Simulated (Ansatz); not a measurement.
`OB(O)CCCCc1ccc(/N=N/c2ccccc2)cc1` with charge +1. The state is a doublet with charge 1. Geometry PBE-D4/def2-SVP, that of the neutral singlet; atoms count from 1.

```
atom   x (Å)   y (Å)   z (Å)
  O1  -2.920  -3.449   6.264
  B2  -3.123  -2.131   5.914
  O3  -3.692  -1.196   6.752
  C4  -2.652  -1.670   4.476
  C5  -1.135  -1.843   4.267
  C6  -0.627  -1.476   2.866
  C7  -0.784   0.015   2.505
  C8  -0.176   0.354   1.168
  C9  -0.936   0.259  -0.022
 C10  -0.368   0.520  -1.269
 C11   0.996   0.886  -1.357
 N12   1.672   1.174  -2.561
 N13   0.967   1.087  -3.611
 C14   1.655   1.372  -4.813
 C15   3.023   1.724  -4.885
 C16   3.607   1.983  -6.126
 C17   2.841   1.896  -7.306
 C18   1.483   1.547  -7.238
 C19   0.891   1.285  -5.996
 C20   1.764   0.983  -0.178
 C21   1.183   0.718   1.066
 H22  -3.210  -3.677   7.165
 H23  -3.946  -1.543   7.627
 H24  -2.958  -0.617   4.310
 H25  -3.190  -2.283   3.717
 H26  -0.584  -1.231   5.016
 H27  -0.859  -2.898   4.481
 H28  -1.153  -2.091   2.102
 H29   0.448  -1.746   2.782
 H30  -0.303   0.626   3.300
 H31  -1.860   0.287   2.503
 H32  -2.000  -0.022   0.045
 H33  -0.947   0.456  -2.201
 H34   3.589   1.782  -3.944
 H35   4.672   2.258  -6.185
 H36   3.309   2.102  -8.281
 H37   0.884   1.479  -8.159
 H38  -0.170   1.008  -5.902
 H39   2.820   1.274  -0.275
 H40   1.790   0.799   1.982
```

Single mean-field runs in def2-TZVP are fitted with def2-universal-jkfit.

(1) Estimate the Mulliken populations of the heavy atoms from the PBE0/def2-TZVP orbitals of Ansatz.

(2) Where does the spin sit?

(3) And the Mayer bond orders between heavy atoms (over 0.3)?

Answers

(1) 
```tsv
atom	charge (e)	spin (α − β)
O1	-0.42	0.00
B2	0.31	0.00
O3	-0.41	0.00
C4	-0.35	0.00
C5	-0.21	0.01
C6	-0.21	0.03
C7	-0.30	-0.01
C8	0.32	0.24
C9	-0.19	-0.02
C10	-0.13	0.06
C11	0.18	0.19
N12	-0.04	-0.01
N13	-0.03	0.08
C14	0.17	0.09
C15	-0.15	0.09
C16	-0.10	-0.06
C17	-0.05	0.22
C18	-0.09	-0.05
C19	-0.18	0.09
C20	-0.17	0.04
C21	-0.17	0.00
```
Mulliken values depend strongly on the basis.

(2) Summed by element: O 0.00, B 0.00, C 0.93, N 0.07, H -0.01, of 1 unpaired in all. Largest on single atoms: C8 0.24, C17 0.22, C11 0.19.

(3) O1–B2 1.36 (1.38 Å); B2–O3 1.36 (1.38 Å); B2–C4 0.98 (1.58 Å); C4–C5 1.00 (1.54 Å); C5–C6 0.99 (1.53 Å); C6–C7 0.96 (1.54 Å); C7–C8 0.92 (1.51 Å); C8–C9 1.25 (1.42 Å); C8–C21 1.26 (1.41 Å); C9–C10 1.52 (1.39 Å); C10–C11 1.24 (1.42 Å); C11–N12 1.26 (1.41 Å); C11–C20 1.28 (1.41 Å); N12–N13 1.38 (1.27 Å); N13–C14 1.25 (1.41 Å); C14–C15 1.27 (1.42 Å); C14–C19 1.31 (1.41 Å); C15–C16 1.49 (1.40 Å); C16–C17 1.34 (1.41 Å); C17–C18 1.36 (1.40 Å); C18–C19 1.48 (1.40 Å); C20–C21 1.51 (1.40 Å).
